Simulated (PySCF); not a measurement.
# Basis and Hamiltonian dependence of the excitation energy of Cr⁺

Cr⁺ [Ar] 3d5 (6S) → Cr⁺ [Ar] 3d4 4s1 (6D). Calculated with PySCF 2.14 from differences of total energies of unrestricted determinants, without spin-orbit coupling. Values in eV.

```
                                                                   basis       Hamiltonian  functions    UHF    LDA   PBE0  MP2 (valence)  CCSD(T) (valence)  CCSD(T) (valence and next inner shell)
                                                          aug-cc-pVDZ-DK     spin-free X2C         59  0.787  1.717  1.550          1.401              1.399                                     n/a
                                                             aug-cc-pVDZ  non-relativistic         59  1.047  1.978  1.813          1.668              1.667                                     n/a
                                                            ANO-RCC-VTZP     spin-free X2C         59  0.783  1.792  1.571          1.441              1.436                                   1.474
                                                            x2c-TZVPPall     spin-free X2C         64  0.740  1.723  1.519          1.354              1.354                                   1.377
       x2c-TZVPPall with one added diffuse shell each of s, p, d, f type     spin-free X2C         80  0.740  1.721  1.517          1.353              1.349                                   1.374
                                                          aug-cc-pVTZ-DK     spin-free X2C         93  0.765  1.763  1.542          1.384              1.374                                     n/a
                                                             aug-cc-pVTZ  non-relativistic         93  1.025  2.026  1.805          1.648              1.638                                     n/a
                                                             def2-QZVPPD  non-relativistic         93  0.994  1.992  1.774          1.632              1.621                                   1.676
                                                              dyall-av2z  non-relativistic        101  1.015  2.002  1.791          1.616              1.614                                     n/a
     aug-cc-pVTZ with one added diffuse shell each of s, p, d, f, g type  non-relativistic        118  1.025  2.025  1.804          1.648                n/a                                     n/a
                                                           aug-cc-pwCVTZ  non-relativistic        127  1.017  2.029  1.808          1.661                n/a                                     n/a
                                                        aug-cc-pwCVTZ-DK     spin-free X2C        127  0.757  1.765  1.545          1.396                n/a                                     n/a
                                                          aug-cc-pVQZ-DK     spin-free X2C        140  0.737  1.719  1.501          1.375                n/a                                     n/a
aug-cc-pwCVTZ-DK with one added diffuse shell each of s, p, d, f, g type     spin-free X2C        152  0.756  1.763  1.543          1.395                n/a                                     n/a
```

Frozen in the all-electron rows: valence: [Ar]; valence and next inner shell: [Ne].

Non-relativistic rows lack the scalar-relativistic shift.

Reference for a calculation without spin-orbit coupling: 1.522 eV (measured, between term centres; NIST).
